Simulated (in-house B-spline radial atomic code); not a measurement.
Results of a calculation; reference values are marked as such.
## Two electrons in Ge: a Gaussian well −V exp(−r²/w²) with V = 298 meV and w = 54.8 nm

For Ge the NSM archive of the Ioffe Institute lists m_l = 1.6 m0, m_t = 0.08 m0 and ε = 16.2; the model takes one isotropic valley with the conductivity mass 3/(1/m_l + 2/m_t) = 0.117 m0, and so misses anisotropy and the other valleys. All triplets below are those of one valley; with several valleys two electrons can form a triplet in the 1s orbital itself, at an energy set by the valley splitting.

Effective-mass model with parabolic bands, a uniform dielectric constant, no image charges, no central-cell or spin-orbit terms. Two-electron levels come from full CI in B-splines with partial waves to l = 5 (up to 0.001 effective hartree above the limit).

(1) What are the effective units, and what is the potential in them?

In these units the lowest s and p orbitals lie at -23.210213 and -22.294996, and their Coulomb and exchange integrals are J_ss = 0.763997, J_sp = 0.634510 and K_sp = 0.1264. Full CI gives -45.723954 for the ground singlet, -45.014065 for the sp triplet, -44.811533 for the sp singlet and -44.123938 for the lowest triplet of two s orbitals.

(2) What does it cost to add the second electron, to first order and exactly?

(3) How far above the singlet do the triplets lie?

Answers

(1) Ha* = 27211.386 meV × 0.117/16.2² = 12.13 meV and a* = 0.0529177 nm × 16.2/0.117 = 7.327 nm. V = 24.6 Ha* and w = 7.48 a*.

(2) To first order E = 2ε_s + J_ss = -45.656429, so the charging energy E(2) − 2E(1) is J_ss = 9.268 meV. CI gives -45.723954 − 2 × (-23.210213) = 0.696472, or 8.449 meV: relaxation and correlation lower it by 0.8192 meV, 8.8 % of J_ss. The s² configuration of one-electron orbitals holds 97.2 % of the state, and the mean radius is 9.25 nm. The second electron is bound by ε_s − E = 273.1 meV, against 281.6 meV for the first.

(3) To first order the sp triplet lies at ε_s + ε_p + J_sp − K_sp = -44.997108, which is 7.998 meV above 2ε_s + J_ss. CI gives -45.014065 − (-45.723954) = 0.709889, or 8.612 meV, 78 % of the orbital spacing of 11.1 meV. The ss triplet lies 19.41 meV up, so the lower of the two is the sp one, and its gap equals k_BT at 99.9 K. The sp singlet-triplet splitting is 2.457 meV, against 2K_sp = 3.067 meV.
